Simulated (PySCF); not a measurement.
## Working out the ionisation energy of Zr

Zr [Kr] 4d2 5s2 (3F) → Zr⁺ [Kr] 4d2 5s1 (4F). Computed with PySCF 2.14 in x2c-TZVPall (8s6p6d1f, 63 functions), with scalar relativity by spin-free X2C-1e. Frozen: [Kr]. Energies in hartree (1 hartree = 27.21139 eV):

```tsv
part	Zr (lower)	Zr⁺ (upper)
UHF	-3596.183291	-3595.992659
MP2 opposite-spin	-0.029277	0.000000
MP2 same-spin	-0.009354	-0.009587
```

What does Hartree-Fock give?

(-3595.992659) − (-3596.183291) = 0.190632 hartree = 5.187 eV.

What do MP2 and SCS-MP2 (6/5 opposite-spin, 1/3 same-spin) give?

The opposite-spin parts differ by 0.797 eV and the same-spin parts by -0.006 eV. MP2: 5.187 + (0.797) + (-0.006) = 5.978 eV. SCS-MP2: 5.187 + 1.2 × (0.797) + (-0.006)/3 = 6.141 eV.

Measured between the centres of the two terms (NIST): 6.639 eV, so MP2 (valence) is off by -0.661 eV.

What remains against the reference includes basis incompleteness, the frozen core and correlation beyond second order.
